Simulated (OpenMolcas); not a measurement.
Bi: thermal populations, worked from levels

- Program: OpenMolcas
- Basis: ANO-R2 [8s7p5d3f1g]
- Scalar Hamiltonian: X2C, finite nucleus
- Active space: 5 electrons in 9 orbitals (RAS2 6s 6p; RAS3 6d, at most 2 electrons)
- State averaging: 2S+1 = 4 odd, 1 root; 2S+1 = 2 odd, 8 roots
- Spin-orbit coupling: state interaction with AMFI integrals over the reference wave functions, term energies averaged over their components

Methods: RASSCF; SS-RASPT2, IPEA 0.25 Eh, imaginary shift 0.1 Eh (closed shells correlated: 5d). Measured levels: NIST Handbook of Basic Atomic Spectroscopic Data.

**Thermal populations.** Z = Σ (2J + 1) exp(-E/kT) with k = 0.695035 cm-1/K, over the levels below. No other level of either list lies under 31000 cm-1, which is above 7 kT at each temperature.

```tsv
Level	2J + 1	SS-RASPT2	measured
6s2 6p3 4S* 3/2 [73 %]	4	0.0	0.0
6s2 6p3 2D* 3/2 [67 %]	4	11319	11419
6s2 6p3 2D* 5/2	6	15544	15438
6s2 6p3 2P* 1/2	2	22451	21661
```

| T (K) | Z, SS-RASPT2 | Z, measured levels | Ground level (%), SS-RASPT2 | Ground level (%), measured levels |
| --- | --- | --- | --- | --- |
| 5000 | 4.226 | 4.224 | 94.7 | 94.7 |

At 5000 K, kT = 3475 cm-1, and the computed levels give Z = 4.000 + 0.154 + 0.068 + 0.003 = 4.226.

Active for correlation alone: 6d; no level in the range computed is led by a configuration that fills it, so any true level of that kind is missing. Spin-orbit splittings of 6p shells tend to come out small when the coupling is added on scalar orbitals. Measured partners are found by configuration, term and J. A level has none where our copy of the source lacks it or the pairing is in doubt (some pairs that miss far off the trend of their configuration count as doubtful), and it then counts in no deviation. Only configurations of the active space appear.

A share in square brackets marks a mixed level and gives the weight of the term that names it, the lowest over the columns. * marks odd parity.
